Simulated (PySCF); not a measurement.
## Curvature of the energy in the electron number along the 5d series

Calculated with PySCF 2.14, in aug-cc-pVDZ-PP with ECP60MDF, ECP: one orbital is emptied in steps, and each cell gives the departure of E from the straight line at half an electron, in eV (from a cubic fit). The exact functional gives zero.

| species | orbital | LDA | PBE | r2SCAN | PBE0 | BHandHLYP | UHF |
| --- | --- | --- | --- | --- | --- | --- | --- |
| Ta | 6s beta | -0.70 | -0.67 | -0.51 | -0.47 | -0.37 | 0.04 |
| W | 6s beta | -0.73 | -0.70 | -0.53 | -0.50 | -0.39 | 0.04 |
| Ir | 6s beta | -0.84 | -0.82 | -0.72 | -0.59 | -0.41 | 0.06 |
| Hg | 6s beta | -0.94 | -0.93 | -0.84 | -0.66 | -0.44 | 0.08 |

Estimate the missing row, Au.

The calculation gives LDA -0.89; PBE -0.88; r2SCAN -0.80; PBE0 -0.63; BHandHLYP -0.42; UHF 0.06.

How does the mean departure depend on the functional?

LDA -0.82 eV; PBE -0.80 eV; r2SCAN -0.68 eV; PBE0 -0.57 eV; BHandHLYP -0.41 eV; UHF 0.06 eV. Semilocal functionals are convex (delocalisation error), Hartree-Fock is concave or straight, and exact exchange removes curvature roughly in proportion to its share, so among the functionals the range-separated hybrids usually come closest to zero.

No spin-orbit coupling is included.
